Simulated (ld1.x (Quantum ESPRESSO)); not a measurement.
# Transferability test, PAW potential for P (Z = 15)

ld1.x (Quantum ESPRESSO) 7.5 input, shortened:

```
&input
   title='P', zed=15., rel=1, dft='PBE', iswitch=3,
   config='[Ne] 3s2 3p3 3d-2'
 /
 &inputp
   pseudotype=3, lpaw=.true., tm=.true., lloc=-1, rcloc=0.65,
   nlcc=.true., new_core_ps=.true., rcore=0.45,
   which_augfun='GAUSS', rmatch_augfun=0.50
 /
5
2S  1  0   2.00   0.00  0.70  0.80  0.0
3S  2  0   2.00   0.00  0.70  0.80  0.0
2P  2  1   6.00   0.00  0.70  0.80  0.0
3P  3  1   3.00   0.00  0.70  0.80  0.0
3D  3  2  -2.00   0.10  0.60  0.75  0.0
 &test
   configts(1)='2s2 2p6 3s2 3p3'
 /
```

Energies are relative to the spin-unpolarised reference configuration 2s2 2p6 3s2 3p3; without spin polarisation the order of configurations can differ from experiment.

```csv
valence configuration,charge,ΔE all-electron (eV),error AE − PS (meV)
2s2 2p6 3s2 3p2,+1,9.730,0.0
2s2 2p6 3s2 3p1,+2,28.877,-0.1
2s1 2p6 3s2 3p3,+1,188.558,-14
2s2 2p6 3s0 3p5,0,17.200,-0.2
2s2 2p5 3s2 3p3,+1,140.321,-16
2s2 2p6 3s2 3p2.5,+0.5,3.775,0.0
```

Question: What are ΔE and the potential's error for 2s2 2p6 3s2 3p0?

Answer: ΔE = 58.616 eV all-electron; the error (AE − PS) is -0.8 meV.

Levels in the configuration 2s2 2p6 3s2 3p1:

```csv
level,all-electron (eV),pseudo (eV)
2s,-197.526,-197.523
2p,-148.090,-148.087
3s,-33.956,-33.955
3p,-24.275,-24.274
```
